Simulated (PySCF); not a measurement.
## Spin states of BeP

Unrestricted PBE0; PySCF, no relativity, basis sets Be def2-TZVP, P def2-TZVP. Outer shells of the fragments: Be 2s2; P 3s2 3p3.

Followed along the bond (rough minima from three points):

```csv
2Ms+1,unpaired,⟨S²⟩ at the start,R at minimum (Å),Te (eV)
4,"σ ↑, π ↑↑",3.76,2.08,0.00
2,"σ ↓, π ↑↑",1.76,2.08,0.12
2,π ↑,0.84,1.91,0.29
2,"σ ↑, π ↑↓",1.76,2.07,0.36
2,σ ↑,0.75,2.07,1.44
```

Solutions found at the starting distance of 2.025 Å, counted from the lowest of them; the search is not exhaustive and high or unbound solutions are not listed, so other states can lie among these:

```json
{"2Ms+1": "4", "unpaired": "σ ↑, π ↑↑", "term": "⁴Σ⁻", "E (eV)": "0.00", "⟨S²⟩": "3.76", "⟨Lz²⟩": "0.00", "μ (D)": "-0.21"}
{"2Ms+1": "2", "unpaired": "σ ↓, π ↑↑", "term": "mixed", "E (eV)": "0.12", "⟨S²⟩": "1.76", "⟨Lz²⟩": "0.00", "μ (D)": "-0.25"}
{"2Ms+1": "2", "unpaired": "σ ↑, π ↑↓", "term": "mixed", "E (eV)": "0.36", "⟨S²⟩": "1.76", "⟨Lz²⟩": "2.03", "μ (D)": "-0.17"}
{"2Ms+1": "2", "unpaired": "π ↑", "term": "²Π", "E (eV)": "0.38", "⟨S²⟩": "0.84", "⟨Lz²⟩": "1.01", "μ (D)": "-3.75"}
{"2Ms+1": "2", "unpaired": "σ ↑", "term": "mixed", "E (eV)": "1.44", "⟨S²⟩": "0.75", "⟨Lz²⟩": "2.01", "μ (D)": "0.04"}
{"2Ms+1": "4", "unpaired": "σ ↑↑, π ↑", "term": "⁴Π", "E (eV)": "1.71", "⟨S²⟩": "3.76", "⟨Lz²⟩": "1.02", "μ (D)": "0.12"}
```

A term symbol is given only where ⟨S²⟩ and ⟨Lz²⟩ are close to those of a pure state; real π, δ and φ orbitals otherwise mix terms. A positive dipole means Be(−)P(+).
